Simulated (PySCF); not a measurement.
Ions at one geometry of HgBr2

PySCF 2.14.0, RKS PBE0, Hg def2-SVP with ECP60, Br def2-SVP; non-relativistic Hamiltonian with scalar-relativistic core potentials where named; density fitting; no spin-orbit coupling; singlets restricted, open shells unrestricted. The geometry is relaxed for charge 0, singlet, vacuum:

```xyz
3

Hg    0.0000    0.0000    0.2233
Br    2.4120    0.0000    0.2235
Br   -2.4120    0.0000    0.2235
```

Energies count from the relaxed state; an electron taken off or put on is at rest in vacuum. Charges and spins are Mulliken's.

```tsv
state	energy (eV)	spin squared	charge on Hg1 (e)	spin on Hg1 (e)	dipole about the centre of mass (D)
charge 0, singlet, vacuum	0.00	0.00	0.53	0.00	0.00
charge +1, doublet, vacuum	10.39	0.75	0.72	-0.02	0.00
```

What does the state charge -1, doublet, vacuum give?

energy (eV) -0.60, spin squared 0.75, charge on Hg1 (e) 0.00, spin on Hg1 (e) 0.54, dipole about the centre of mass (D) 0.00.

With an electron taken off (doublet) the charges change, summed by element, by Hg +0.19 e, Br +0.81 e. The vertical ionisation energy is 10.39 eV, against −ε(HOMO) = 8.29 eV of the relaxed state. The level lies 2.1 eV too high, as is usual for semilocal functionals and global hybrids, which keep a self-interaction error.

With an electron put on (doublet) the charges change, summed by element, by Hg -0.53 e, Br -0.47 e. The vertical electron affinity is 0.60 eV, against −ε(LUMO) = 2.58 eV of the relaxed state. The basis has no diffuse functions, which an added electron needs. The added electron's level lies above zero.

Open shells may have lower solutions than those found.
